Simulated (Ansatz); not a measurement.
Start from `NCBF` and change one element to get `N[SiH2]BF`.

Ansatz, PBE0-D4/def2-TZVP geometries, multiplicity 1. Each molecule was computed in one conformer, which needn't be the lowest.

```json
{"property": "HOMO–LUMO gap (PBE0/def2-TZVPP) / eV", "`NCBF`": "6.53"}
{"property": "LUMO energy (PBE/def2-TZVPP) / eV", "`NCBF`": "-1.47"}
{"property": "HOMO energy (ωB97M-V/def2-TZVPP) / eV", "`NCBF`": "-9.38"}
{"property": "size of the dipole moment (ωB97M-V/def2-TZVPP) / D", "`NCBF`": "1.79"}
{"property": "HOMO–LUMO gap (PBE/def2-TZVPP) / eV", "`NCBF`": "4.00"}
{"property": "zero-point energy (PBE0-D4/def2-TZVP) / kJ/mol", "`NCBF`": "182.7"}
```

Problem. Give the same properties after the change, and the shifts. (Best estimate.)

Solution. The calculation gave: 
```tsv
property	`N[SiH2]BF`	shift
HOMO–LUMO gap (PBE0/def2-TZVPP) / eV	5.80	-0.73
LUMO energy (PBE/def2-TZVPP) / eV	-2.56	-1.09
HOMO energy (ωB97M-V/def2-TZVPP) / eV	-9.67	-0.29
size of the dipole moment (ωB97M-V/def2-TZVPP) / D	1.89	0.10
HOMO–LUMO gap (PBE/def2-TZVPP) / eV	3.41	-0.59
zero-point energy (PBE0-D4/def2-TZVP) / kJ/mol	151.6	-31.1
```

With PBE0 the HOMO falls by 0.40 eV and the LUMO falls by 1.13 eV, so the gap narrows by about 0.73 eV. PBE moves the HOMO by -0.50 eV and ωB97M-V by -0.29 eV. Dipoles are sizes alone; their direction can turn.
